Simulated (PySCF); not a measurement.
# MoF₃⁺: breathing scan

Computed with UPBE0/[Mo def2-TZVP with ECP28, F def2-TZVP], scalar-relativistic core potentials, density fitting, no spin–orbit coupling, PySCF.

Rigid scan from the triplet minimum (Mo–F 1.758 Å, Mo–F 1.780 Å (×2); F–Mo–F 105.8°, F–Mo–F 127.1° (×2)). Coordinate: all bonds to the central atom scaled together. Energies in kJ/mol from the minimum.

| scale of all bonds to the centre | E (kJ/mol) | dipole size (D, about the centre of mass) | ⟨S²⟩ |
| --- | --- | --- | --- |
| 0.88 | 423.6 | 0.86 | 2.00 |
| 0.92 | 164.2 | 0.93 | 2.00 |
| 0.96 | 35.9 | 0.98 | 2.01 |
| 1.00 | 0.0 | 1.03 | 2.01 |
| 1.04 | 27.7 | 1.06 | 2.01 |
| 1.08 | 98.1 | 1.09 | 2.01 |
| 1.14 | 251.2 | 1.13 | 2.03 |
| 1.22 | 493.2 | 1.18 | 2.10 |
| 1.35 | 841.9 | 1.60 | 3.22 |

Spin contamination is strong at 1.35, so these points are less reliable.

Open d and f shells are described by one determinant, and the ground state may have another occupation or spin.

Other isomers or separated fragments may lie lower.

The scan took roughly 5 core-minutes on a shared host.
